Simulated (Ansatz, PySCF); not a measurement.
Spin states of IrO2 (SMILES [O]=[Ir]=[O]), each relaxed with B3LYP-D3(BJ)/def2-TZVP.
State 1 (charge 0, multiplicity 2):
```xyz
3

Ir     0.0318    -0.0210     0.0210
O      1.2593     0.2360    -1.1240
O     -1.3242    -0.1677     1.0326
```
State 2 (charge 0, multiplicity 6):
```xyz
3

Ir     0.27111    -0.22639     0.26902
O      1.13606     0.33836    -1.24539
O     -1.44023    -0.06460     0.90595
```

Singlets are restricted, other states unrestricted; no spin–orbit coupling, no relativity up to Kr; see below for the cores. The largest T1 diagnostic is 0.088.

Correlated levels freeze the inner cores; with def2 sets outer-core shells near the valence are correlated too.

Codes used: Ansatz (Gaussian basis) for Hartree–Fock, density functionals and correlated methods; PySCF for the dispersion terms. Each number belongs to the level named beside it. In def2 rows elements past Kr take small-core potentials, without spin–orbit coupling.

Task: One of these levels gives 206.1 kJ/mol for the energy of the multiplicity-6 state less that of the multiplicity-2 state. Which one is it?
A. BLYP/def2-TZVPP
B. B97M-V/def2-TZVPP
C. BHLYP-D4/def2-TZVPP
D. B2PLYP/def2-TZVPP

Result: C, BHLYP-D4/def2-TZVPP. The others give 295.4 (BLYP/def2-TZVPP), 264.5 (B97M-V/def2-TZVPP), 374.0 (B2PLYP/def2-TZVPP)

Ansatz is a program for electronic structure.
